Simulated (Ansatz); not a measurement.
`[SiH3]C[Te][SiH3]` + H₂ → `[SiH3][TeH]` + `C[SiH3]` at 298.15 K and 1 bar (hydrogenolysis of a Te–C bond).

Gas-phase electronic energies from Ansatz, PBE0-D4/def2-TZVP geometries. CCSD(T)/CBS adds triple-zeta CCSD(T) − MP2 to the extrapolated MP2 energy (def2 sets, frozen cores). This one scheme is used for every species. def2 core potentials past Kr. For Te outer-core shells are correlated without core-valence functions, which leaves a few kJ/mol of doubt a bond. Each species was taken in one conformer, which may not be the lowest.

| species | CCSD(T)/CBS energy (Eh) | H − E (kJ/mol) | S (J/(mol·K)) |
| --- | --- | --- | --- |
| `[SiH3]C[Te][SiH3]` | -888.75791 | 226.5 | 389.4 |
| H₂ | -1.17544 | 35.1 | 130.4 |
| `[SiH3][TeH]` | -559.21313 | 96.9 | 297.5 |
| `C[SiH3]` | -330.73916 | 173.3 | 255.5 |

H − E and S are ideal-gas, rigid-rotor, harmonic terms from PBE0-D4/def2-TZVP, for one conformer and one mirror image of each species. For small species the MP2-based limit differs from directly extrapolated CCSD(T) by up to some mEh (0.8 for H₂); such offsets cancel only in part. 1 Eh = 2625.50 kJ/mol, R = 8.31446 J/(mol·K).

By hand: ΔE, ΔH, ΔS and ΔG.

ΔE = (-559.21313) + (-330.73916) − (-888.75791) − (-1.17544) = -0.01894 Eh = -49.7 kJ/mol. Δ(H − E) = 96.9 + 173.3 − 226.5 − 35.1 = 8.6, so ΔH = -41.1 kJ/mol. ΔS = 297.5 + 255.5 − 389.4 − 130.4 = 33.2 J/(mol·K). ΔG = -41.1 − 298.15 × (33.2)/1000 = -51.0 kJ/mol.

By hand: the equilibrium constant, and the temperature at which ΔG would vanish if ΔH and ΔS stayed fixed.

log₁₀ K = −ΔG/(RT ln 10) = 8.9. ΔH and −TΔS have one sign here, so there is no such temperature.

ΔH outweighs TΔS. A doubt of 5 kJ/mol in ΔE shifts log₁₀ K by 0.9 here. Other conformers and mirror images would add mixing entropy, several J/(mol·K) or more a flexible species. Modes under 60 cm⁻¹, often nearly free rotors, make the harmonic entropy too high. These are equilibria of isolated gas molecules and say nothing of rates. Largest T1 diagnostic: 0.011 (customary marks: 0.02 for closed shells, 0.045 for open ones).
